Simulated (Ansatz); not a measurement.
Computed with Ansatz on PBE0-D4/def2-TZVP structures; ΔE is electronic, products minus reactants. CCSD(T)/CBS is the MP2 limit (def2-TZVPP, def2-QZVPP) plus CCSD(T) − MP2 in def2-TZVPP, frozen cores. One conformer a species, not always the lowest.

Consider the isomerisation: `FCC(F)(F)CF` → `CC(F)C(F)(F)F`.

```tsv
species	CCSD(T)/CBS(def2) energy (Eh)
`FCC(F)(F)CF`	-515.71733
`CC(F)C(F)(F)F`	-515.74039
```

(1) Work out ΔE.

Largest T1 diagnostic among the species: 0.011.

Answers

(1) ΔE = (-515.74039) − (-515.71733) = -0.02306 Eh = -60.5 kJ/mol.

Leaving LDA and LC-ωPBE aside and taking each functional with its dispersion term where it has one, the values, not all of them listed here, spread over 14.7 kJ/mol, from r2SCAN0-D4 to BLYP-D4. LDA lies −9.9 kJ/mol from PBE without D4. From BLYP to BHLYP (50 % exact exchange), in def2-TZVPP and without D4, ΔE moves by −5.7 kJ/mol.
